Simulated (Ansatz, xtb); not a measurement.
**Isomers of C2H6BN in order of energy**

3 gas-phase structures of C2H6BN, from a drawn sample of its isomers (lower ones may exist). Each was relaxed with GFN2-xTB:

A. `B/C=C\N`, a singlet
B. `B/C=C/N`, a singlet
C. `BC(=C)N`, a singlet

Task: Which do you expect lowest at r2SCAN-D4/def2-SVP, and how would the others follow?

Result: Calculated order at r2SCAN-D4/def2-SVP: B (0.0), A (1.5), C (12.7) kcal/mol.

Energies above the lowest of each column, in kcal/mol; the last columns are at PBE0-D3(BJ)/def2-SVP geometries:

| structure | GFN2-xTB | HF/STO-3G | r2SCAN-D4/def2-SVP | PBE0-D3(BJ)/def2-SVP | CCSD(T)/def2-TZVP |
| --- | --- | --- | --- | --- | --- |
| B | 0.0 | 0.0 | 0.0 | 0.0 | 0.0 |
| A | 0.9 | 1.9 | 1.5 | 1.6 | 2.1 |
| C | 6.8 | 7.5 | 12.7 | 12.3 | 9.1 |

Every level run on B puts it lowest or level with the lowest. Flexible structures stand in one conformer each, not always the lowest.

Programs: Ansatz 0.2.0, xtb 6.7.1.
